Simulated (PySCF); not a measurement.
## C₆ coefficients of unlike pairs at PBE

Calculated with PySCF 2.14 from the dipole response of each species, C₆(A,B) = (3/π) ∫ α_A(iu) α_B(iu) du, in atomic units, from isotropic polarisabilities. For ions this is the dispersion term alone; charge-induced terms of lower order in 1/R come first.

```tsv
species	configuration	basis	relativity	α (bohr³)	C₆ (like pair)
Al²⁺	[Ne] 3s1 (2S)	aug-cc-pwCVTZ (8s7p5d3f)	none	13.53	36.26
Bi⁺	[Xe] 4f14 5d10 6s2 6p2 (3P)	aug-cc-pV5Z-PP with ECP60MDF (8s8p6d4f3g2h)	core potential	28.02	258.6
Se	[Ar] 3d10 4s2 4p4 (3P)	aug-cc-pwCVDZ-PP with ECP10MDF (6s5p4d1f)	core potential	26.07	221.3
Ne⁺	[He] 2s2 2p5 (2P)	aug-cc-pCVQZ-DK (9s8p6d4f2g)	spin-free X2C	1.404	2.481
```

(1) Estimate C₆ for Se with Bi⁺.

No spin-orbit coupling is included, so Bi⁺, close to jj coupling, stand for model states.

The other pairs:

```csv
pair,C₆
"Ne⁺, Se",19.46
"Ne⁺, Bi⁺",21.94
"Bi⁺, Al²⁺",93.31
"Ne⁺, Al²⁺",6.849
"Se, Al²⁺",86.90
```

Results:

(1) The integral gives 238.5. The combination rule 2 C_A C_B / (C_A α_B/α_A + C_B α_A/α_B) gives 239.2 and the geometric mean 239.2.
